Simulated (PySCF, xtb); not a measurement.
WO₂Cl, SMILES [O]=[W](=[O])[Cl] (connectivity only; charge and spin as stated), neutral, multiplicity 2.

Harmonic wavenumbers (cm⁻¹) from GFN2-xTB in xtb at its own minimum, in rising order: 21, 152, 228, 379, 826, 851.

What does B3LYP-D3(BJ)/def2-SVP (PySCF) give at its own minimum? (Estimate from the structure and the level; the computed values follow.)

81, 152, 310, 418, 986, 1030. Paired by order, the mean absolute difference is 87 cm⁻¹ and the zero-point energies are 3.5 and 4.3 kcal/mol.
